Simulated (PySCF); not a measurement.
## A small calculation by hand: oscillator strength and radiative lifetime

Ge(H)2(Cl)(Et) (C₂H₇ClGe), SMILES C[CH2][GeH2][Cl].

The structure is a stationary point at PBE0-D3(BJ)/def2-SVP. The values are those of a single conformer.

TDA-PBE/def2-SVPD (PySCF) puts the first singlet state with f over 0.02 at 7.29 eV (vertical), with the transition dipole (-0.425, -0.161, -0.211) in atomic units.

Problem. Find the oscillator strength, the wavelength and the radiative lifetime that this transition would have in vacuum if emission retraced absorption.

Solution. 
|μ|² = 0.2511 au, so |μ| = 1.27 D. ΔE = 7.29/27.211 = 0.2679 hartree. f = (2/3) ΔE |μ|² = 0.045 (the program prints 0.045).
λ = 1239.84/7.29 = 170 nm; ν = 58798 cm⁻¹.
Einstein's coefficient A = 0.6670 ν² f s⁻¹ (ν in cm⁻¹) = 1.0e8 s⁻¹, so τ = 1/A = 9.7 ns. This state is S6; the lower singlets have f = 0.013, 0.017, 0.008, 0.001, 0.004. The figure is the radiative limit of this one transition; relaxation, internal conversion, crossing to triplets and a medium change what is measured.
